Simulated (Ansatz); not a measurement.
**BH7SiSn: where a starting geometry ends**

The starting geometry of this gas-phase singlet was optimised with GFN2-xTB.

```yaml
atoms:
  - { symbol: B, position_ang: [0.4337, -0.9358, 1.1594] }
  - { symbol: Si, position_ang: [-0.5006, 0.7699, 1.3518] }
  - { symbol: Sn, position_ang: [0.2050, 0.0434, -1.9748] }
  - { symbol: H, position_ang: [0.6282, -1.0776, -0.0794] }
  - { symbol: H, position_ang: [1.2067, 1.4289, -1.3117] }
  - { symbol: H, position_ang: [-1.9306, 1.0230, 1.6248] }
  - { symbol: H, position_ang: [-0.2417, -1.8548, 1.5069] }
  - { symbol: H, position_ang: [-0.0304, 2.1655, 1.3856] }
  - { symbol: H, position_ang: [-1.2703, 0.8232, -1.1141] }
  - { symbol: H, position_ang: [1.5073, -0.9377, 1.6720] }
```

Problem. Where would you expect an optimisation with PBE0-D3(BJ)/def2-SVP to take it?

Solution. New bonds form, giving a structure with H4 bridging B1 and Sn3, given below by its coordinates. Distances that change by over a tenth: Sn3–H9 (1.88 → 2.33 Å). Contacts that close: B1–Sn3 (3.29 → 2.46 Å), Si2–Sn3 (3.48 → 2.75 Å), Si2–H9 (2.58 → 1.56 Å).

The energy falls by 1.58 eV over 16 steps:

| step | E − E(last) (eV) |
| --- | --- |
| 1 | 1.582 |
| 3 | 0.694 |
| 4 | 0.367 |
| 6 | 0.131 |
| 8 | 0.066 |
| 9 | 0.047 |
| 11 | 0.019 |
| 13 | 0.000 |
| 14 | 0.000 |
| 16 | 0.000 |

Final geometry (Å):

```csv
atom,x (Å),y (Å),z (Å)
B,0.3687,-0.8906,0.8380
Si,-0.6290,0.9063,0.8823
Sn,0.0321,-0.2704,-1.5173
H,1.2832,-1.1418,0.0114
H,1.2097,1.0645,-1.4248
H,-1.8310,0.7089,1.7416
H,-0.3714,-1.8315,1.0208
H,0.1808,2.0754,1.3216
H,-1.2587,1.3651,-0.4650
H,1.0229,-0.5379,1.8117
```

Frequencies at the end are all real (lowest 210 cm⁻¹). Atoms past krypton carry core potentials, without spin–orbit terms. Run with Ansatz 0.2.0, 24 s on 2 threads of Intel(R) Xeon(R) 6975P-C (Granite Rapids), with other jobs on the host.
